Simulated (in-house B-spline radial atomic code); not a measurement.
Response of Sc IV (Sc3+) as one setting changes: the radius of a hard wall (bohr). Method: LDA VWN5. A dash marks a strongly mixed or unbound state. A box has no continuum, so excitations may lie above minus the highest level. Computed with an all-electron radial atomic-structure program (B-spline basis): linear response of the closed shell [Ne] 3s2 3p6 with the functional's adiabatic kernel; scalar-relativistic (spin-free one-electron X2C), finite nucleus, no spin-orbit coupling, no double excitations, S, P, D and F terms only. Only terms of natural parity with L up to 3 were computed.

| radius of a hard wall (bohr) | lowest 1P (eV) | lowest 3P, Tamm-Dancoff (eV) | minus highest occupied level (eV) | α (bohr³) |
| --- | --- | --- | --- | --- |
| 2.5 | 3p → 3d 46.67 | 3p → 3d 31.87 | 60.21 | 1.546 |
| 3 | 3p → 3d 44.41 | 3p → 3d 30.81 | 63.52 | 1.881 |
| 3.5 | 3p → 3d 43.07 | 3p → 3d 30.32 | 64.38 | 2.06 |
| 4 | ? | ? | ? | ? |
| 4.5 | 3p → 4s 41.34 | 3p → 3d 30.05 | 64.62 | 2.155 |
| 5.5 | 3p → 4s 40.23 | 3p → 3d 30.02 | 64.63 | 2.163 |
| 6.5 | 3p → 4s 40.00 | 3p → 3d 30.01 | 64.63 | 2.164 |
| 8 | 3p → 4s 39.96 | 3p → 3d 30.01 | 64.63 | 2.164 |
| 10 | ? | ? | ? | ? |
| 15 | 3p → 4s 39.95 | 3p → 3d 30.01 | 64.63 | 2.164 |

Q: What belongs in the row for 10?

A: lowest 1P (eV): 3p → 4s 39.95; lowest 3P, Tamm-Dancoff (eV): 3p → 3d 30.01; minus highest occupied level (eV): 64.63; α (bohr³): 2.164.

Q: What belongs in the row for 4?

A: lowest 1P (eV): -; lowest 3P, Tamm-Dancoff (eV): 3p → 3d 30.12; minus highest occupied level (eV): 64.58; α (bohr³): 2.132.
